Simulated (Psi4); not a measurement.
cyanoethylene (C$_{3}$H$_{3}$N), singlet, at a GFN2-xTB geometry. Base run: Psi4 1.11 with SVWN/6-31G.

Here is a job for Psi4.
```
memory 2 GB

molecule mol {
0 1
  C    -0.180790   -1.615804    0.000369
  C     0.566617   -0.518232   -0.002496
  C     0.009846    0.778324    0.000146
  H    -1.257314   -1.565384    0.004886
  H     0.261224   -2.597650   -0.001716
  H     1.648648   -0.554021   -0.007033
  N    -0.432371    1.835904    0.002250
}

set basis 6-31g
set reference rks

energy('svwn')
print_variables()
```

Each row names what was changed in the base input (with any setting that the change needs).

| change | ΔE vs base (µEh) | SCF cycles | grid points | basis functions |
|---|---|---|---|---|
| base | 0.0 | 10 | 149583 | 42 |
| scf_type = direct | 14.1 | 12 | 149583 | 42 |
| e_convergence = 1e-10 | 0.0 | 11 | 149583 | 42 |
| dft_basis_tolerance = 1e-8 | 0.0 | 10 | 147121 | 42 |
| df_basis_scf = cc-pvqz-jkfit | 10.8 | 10 | 149583 | 42 |
| dft_spherical_points = 110 | 44.8 | 10 | 54576 | 42 |
| e_convergence = 1e-8 | 0.0 | 10 | 149583 | 42 |
| basis_guess = sto-3g | 0.0 | 8 | 149583 | 42 |
| scf_type = pk | 14.1 | 10 | 149583 | 42 |
| scf_type = mem_df | 0.0 | 10 | 149583 | 42 |
| basis_guess = true | 0.0 | 8 | 149583 | 42 |
| e_convergence = 1e-4 | 0.0 | 10 | 149583 | 42 |
| dft_spherical_points = 974 | -0.7 | 10 | 481684 | 42 |
